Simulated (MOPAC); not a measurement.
MOPAC input (PM6):

```
PM6 FORCE THERMO(298,298) PRECISE LET GEO-OK AUX(PRECISION=9) THREADS=1
C3H9BS

C     1.82576467 1    0.62581949 1   -0.84804130 1
S     0.94828630 1   -0.21081913 1    0.48637517 1
B    -0.78672475 1   -0.12640803 1    0.11764654 1
C    -1.70778740 1   -0.81203797 1    1.18530681 1
C    -1.34444324 1    0.57584239 1   -1.16861844 1
H     1.54088834 1    1.68009739 1   -0.92801853 1
H     2.90105518 1    0.57891909 1   -0.62892038 1
H     1.65491053 1    0.14369754 1   -1.81630414 1
H    -2.40348982 1   -0.06503509 1    1.57748683 1
H    -1.16792338 1   -1.25609733 1    2.02266743 1
H    -2.28988543 1   -1.59570677 1    0.69251845 1
H    -1.05598204 1    1.62913067 1   -1.18159174 1
H    -2.43325700 1    0.51559271 1   -1.20414902 1
H    -0.94249685 1    0.09997636 1   -2.06566228 1
```

Output:

```
 *******************************************************************************
 **                                                                           **
 **                              MOPAC v23.2.5                                **
 **                                                                           **
 *******************************************************************************
 ** MOPAC's Digital Object Identifier: https://doi.org/10.5281/zenodo.6511958 **
 **                                                                           **
 ** Please cite the open-source release paper for use of this MOPAC version:  **
 ** J. E. Moussa and J. J. P. Stewart (2026)                                  **
 ** MOPAC: An open-source semiempirical molecular orbital program             **
 ** J. Open Source Softw., 11(119), 8025, https://doi.org/10.21105/joss.08025 **
 *******************************************************************************

                              PM6 CALCULATION RESULTS

 *******************************************************************************
 *  PM6        - The PM6 Hamiltonian to be used
 *  GEO-OK     - OVERRIDE INTERATOMIC DISTANCE AND OTHER SAFETY CHECKS
 *  LET        - OVERRIDE SOME SAFETY CHECKS
 *  PRECISE    - TIGHTER CRITERIA TO BE USED
 *  FORCE      - FORCE CALCULATION SPECIFIED
 *  AUX        - OUTPUT AUXILIARY INFORMATION
 *  THERMO     - THERMODYNAMIC QUANTITIES TO BE CALCULATED
 *******************************************************************************
PM6 FORCE THERMO(298,298) PRECISE LET GEO-OK AUX(PRECISION=9) THREADS=1
 C3H9BS

   ATOM   CHEMICAL          X               Y               Z
  NUMBER   SYMBOL      (ANGSTROMS)     (ANGSTROMS)     (ANGSTROMS)

     1       C          1.82576467  *   0.62581949  *  -0.84804130  *
     2       S          0.94828630  *  -0.21081913  *   0.48637517  *
     3       B         -0.78672475  *  -0.12640803  *   0.11764654  *
     4       C         -1.70778740  *  -0.81203797  *   1.18530681  *
     5       C         -1.34444324  *   0.57584239  *  -1.16861844  *
     6       H          1.54088834  *   1.68009739  *  -0.92801853  *
     7       H          2.90105518  *   0.57891909  *  -0.62892038  *
     8       H          1.65491053  *   0.14369754  *  -1.81630414  *
     9       H         -2.40348982  *  -0.06503509  *   1.57748683  *
    10       H         -1.16792338  *  -1.25609733  *   2.02266743  *
    11       H         -2.28988543  *  -1.59570677  *   0.69251845  *
    12       H         -1.05598204  *   1.62913067  *  -1.18159174  *
    13       H         -2.43325700  *   0.51559271  *  -1.20414902  *
    14       H         -0.94249685  *   0.09997636  *  -2.06566228  *

          CARTESIAN COORDINATES

    NO.       ATOM           X           Y           Z

     1         C          1.8258      0.6258     -0.8480
     2         S          0.9483     -0.2108      0.4864
     3         B         -0.7867     -0.1264      0.1176
     4         C         -1.7078     -0.8120      1.1853
     5         C         -1.3444      0.5758     -1.1686
     6         H          1.5409      1.6801     -0.9280
     7         H          2.9011      0.5789     -0.6289
     8         H          1.6549      0.1437     -1.8163
     9         H         -2.4035     -0.0650      1.5775
    10         H         -1.1679     -1.2561      2.0227
    11         H         -2.2899     -1.5957      0.6925
[...]
 TRAVEL (Ang.)       0.2540         C  4 -- H  9         +17.2% ( 42.7%)     86.7%
 REDUCED MASS        0.3879         C  5 -- H 13          +6.1% ( 25.4%)     99.3%
 EFFECTIVE MASS      1.4803
 FORCE CONSTANT      1.6586

 VIBRATION         33   19A'          ATOM PAIR      ENERGY CONTRIBUTION    RADIAL
 FREQUENCY          2697.57         C  5 -- H 13         +55.5% ( 76.7%)     99.2%
 TRANSITION DIPOLE   0.6705         C  5 -- H 12         +17.0% ( 42.4%)     86.5%
 TRAVEL (Ang.)       0.2533         C  5 -- H 14         +17.0% ( 42.4%)     86.5%
 REDUCED MASS        0.3896         C  4 -- H 10          +6.1% ( 25.3%)     99.3%
 EFFECTIVE MASS      1.4861
 FORCE CONSTANT      1.6703

 VIBRATION         34   20A'          ATOM PAIR      ENERGY CONTRIBUTION    RADIAL
 FREQUENCY          2772.88         C  4 -- H 10         +24.4% ( 47.5%)     97.4%
 TRANSITION DIPOLE   0.8711         C  4 -- H 11         +19.7% ( 42.8%)     96.0%
 TRAVEL (Ang.)       0.3714         C  4 -- H  9         +19.7% ( 42.8%)     96.0%
 REDUCED MASS        0.1763         C  1 -- H  8         +12.2% ( 33.6%)     96.5%
 EFFECTIVE MASS      1.1198         C  1 -- H  6         +12.2% ( 33.6%)     96.5%
 FORCE CONSTANT      0.7986         C  1 -- H  7         +11.0% ( 32.0%)     95.6%

 VIBRATION         35   21A'          ATOM PAIR      ENERGY CONTRIBUTION    RADIAL
 FREQUENCY          2773.84         C  1 -- H  8         +16.3% ( 38.8%)     96.3%
 TRANSITION DIPOLE   0.3071         C  1 -- H  6         +16.3% ( 38.8%)     96.3%
 TRAVEL (Ang.)       0.4479         C  1 -- H  7         +15.3% ( 37.6%)     95.9%
 REDUCED MASS        0.1212         C  5 -- H 13         +11.3% ( 32.3%)     97.5%
 EFFECTIVE MASS      1.1181
 FORCE CONSTANT      0.5493

 VIBRATION         36   22A'          ATOM PAIR      ENERGY CONTRIBUTION    RADIAL
 FREQUENCY          2776.97         C  5 -- H 13         +25.9% ( 49.0%)     97.1%
 TRANSITION DIPOLE   0.4670         C  5 -- H 12         +21.7% ( 44.8%)     96.1%
 TRAVEL (Ang.)       0.3739         C  5 -- H 14         +21.7% ( 44.8%)     96.1%
 REDUCED MASS        0.1737         C  1 -- H  6          +5.6% ( 22.8%)     96.3%
 EFFECTIVE MASS      1.1252
 FORCE CONSTANT      0.7894

      SYMMETRY NUMBER FOR POINT-GROUP Cs  =  1

          SYSTEM IS A GROUND STATE

 C3H9BS

          MOLECULE IS NOT LINEAR

          THERE ARE 36 GENUINE VIBRATIONS IN THIS SYSTEM
          THIS THERMODYNAMICS CALCULATION IS LIMITED TO
          MOLECULES WHICH HAVE NO INTERNAL ROTATIONS

                    CALCULATED THERMODYNAMIC PROPERTIES
                                          *
   TEMP. (K)   PARTITION FUNCTION   H.O.F.    ENTHALPY  HEAT CAPACITY ENTROPY
                                   KCAL/MOL   CAL/MOLE    CAL/K/MOL  CAL/K/MOL

 298.00  VIB.     0.8835D+03                  3632.9936    21.9560    25.6722
         ROT.     0.1542D+06                   888.2803     2.9808    26.7196
         INT.     0.1362D+09                  4521.2739    24.9368    52.3918
         TRA.     0.7977D+27                  1480.4672     4.9680    39.3338
         TOT.                      -35.750    6001.7410    29.9048    91.7256

   *: NOTE: HEATS OF FORMATION ARE RELATIVE TO THE
            ELEMENTS IN THEIR STANDARD STATE AT 298K
              (=  Standard Enthalpy of Formation).

            Hvib:  Zero-point energy is not included.
                   frequencies of less than zero cm-1 are not included.
            Hrot = (3/2)RT
            Htra = (3/2)RT + pV = (5/2)RT

            Heat capacity is Cp, not Cv

          For more information, see: HTTP://OpenMOPAC.net/Manual/thermochemistry.html

           FORCE CONSTANT IN CARTESIAN COORDINATES (Millidynes/A)

    ATOM   CHEMICAL       X               Y               Z
   NUMBER   SYMBOL  FORCE CONSTANT  FORCE CONSTANT  FORCE CONSTANT

      1       C        4.912001        5.944882        5.788999
      2       S        4.409868        3.549849        0.416737
      3       B        7.093976        6.057942        1.697842
      4       C        6.642203        6.051081        5.750049
      5       C        6.246382        6.417402        5.773940
      6       H        1.163955        1.238248        2.867931
      7       H        1.006091        3.719829        0.507560
      8       H        1.163938        1.238259        2.867937
      9       H        0.753487        1.498471        2.855179
     10       H        1.551074        3.168755        0.530916
     11       H        0.753499        1.498484        2.855154
     12       H        1.740281        0.529717        2.862297
     13       H        1.392508        3.299937        0.530876
     14       H        1.740255        0.529716        2.862323

 **********************
 *                    *
 * JOB ENDED NORMALLY *
 *                    *
 **********************

 == MOPAC DONE ==
```
